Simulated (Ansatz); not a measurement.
Start from `C[CH](O)[InH2]` and change one atom or group to get `CS[CH](O)[InH2]`.

Ansatz, PBE0-D4/def2-TZVP geometries, multiplicity 1. Each molecule was computed in one conformer, which needn't be the lowest. `CS[CH](O)[InH2]` holds a close contact that its SMILES doesn't draw: In···S 2.82 Å.

Elements past krypton have def2 core potentials.

```
                                          property  `C[CH](O)[InH2]`
               HOMO energy (B3LYP/def2-TZVPP) / eV             -6.69
                LUMO energy (PBE0/def2-TZVPP) / eV             -1.49
    size of the dipole moment (PBE/def2-TZVPP) / D              1.98
              HOMO–LUMO gap (PBE0/def2-TZVPP) / eV              5.36
                 HOMO energy (PBE/def2-TZVPP) / eV             -5.71
size of the dipole moment (ωB97M-V/def2-TZVPP) / D              1.94
```

(1) Give the same properties after the change, and the shifts. (Best estimate.)

Answers

(1) Ansatz gave: 
```
                                          property  `CS[CH](O)[InH2]`  shift
               HOMO energy (B3LYP/def2-TZVPP) / eV              -6.16   0.53
                LUMO energy (PBE0/def2-TZVPP) / eV              -0.94   0.55
    size of the dipole moment (PBE/def2-TZVPP) / D               2.96   0.98
              HOMO–LUMO gap (PBE0/def2-TZVPP) / eV               5.38   0.02
                 HOMO energy (PBE/def2-TZVPP) / eV              -5.25   0.46
size of the dipole moment (ωB97M-V/def2-TZVPP) / D               2.78   0.84
```

Dipoles are sizes alone; their direction can turn.

Positive LUMOs are unbound, so they and the gaps depend on the basis.

B3LYP here is the variant with VWN-RPA as its local correlation; programs differ in this.
